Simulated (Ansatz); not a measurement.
`[CH3][SnH2][SeH]` + H₂S → `[SH][SnH2][SeH]` + CH₄ at 600 K and 1 bar (ligand exchange at the Sn–C bond).

Computed with Ansatz on PBE0-D4/def2-TZVP structures; ΔE is electronic, products minus reactants. CBS: MP2 limit from def2 TZ/QZ plus the TZ coupled-cluster correction, frozen cores. This one scheme is used for every species. Elements past krypton have def2 core potentials. For Se, Sn outer-core shells are correlated without core-valence functions, which leaves a few kJ/mol of doubt a bond. Scalar relativity is left out up to krypton. One conformer a species, not always the lowest.

```
           species  CCSD(T)/CBS energy (Eh)  H − E (kJ/mol)  S (J/(mol·K))
`[CH3][SnH2][SeH]`              -2656.41290           208.4          443.2
               H₂S               -398.97279            60.8          230.9
 `[SH][SnH2][SeH]`              -3014.95398           135.2          448.7
               CH₄                -40.46206           140.4          215.7
```

H − E and S are ideal-gas, rigid-rotor, harmonic terms from PBE0-D4/def2-TZVP, for one conformer and one mirror image of each species. 1 Eh = 2625.50 kJ/mol, R = 8.31446 J/(mol·K).

Problem. By hand: ΔE, ΔH, ΔS and ΔG.

Solution. ΔE = (-3014.95398) + (-40.46206) − (-2656.41290) − (-398.97279) = -0.03035 Eh = -79.7 kJ/mol. Δ(H − E) = 135.2 + 140.4 − 208.4 − 60.8 = 6.4, so ΔH = -73.3 kJ/mol. ΔS = 448.7 + 215.7 − 443.2 − 230.9 = -9.7 J/(mol·K). ΔG = -73.3 − 600 × (-9.7)/1000 = -67.5 kJ/mol.

Problem. By hand: the equilibrium constant, and the temperature at which ΔG would vanish if ΔH and ΔS stayed fixed.

Solution. log₁₀ K = −ΔG/(RT ln 10) = 5.9. ΔG = 0 at ΔH/ΔS = 7557 K, far beyond where these terms or the molecules hold.

The number of gas molecules stays the same, so ΔS is small and ΔH decides. A doubt of 5 kJ/mol in ΔE shifts log₁₀ K by 0.4 here. Other conformers and mirror images would add mixing entropy, several J/(mol·K) or more a flexible species. Modes under 60 cm⁻¹, often nearly free rotors, make the harmonic entropy too high. These are equilibria of isolated gas molecules and say nothing of rates. Largest T1 diagnostic: 0.011 (customary marks: 0.02 for closed shells, 0.045 for open ones).
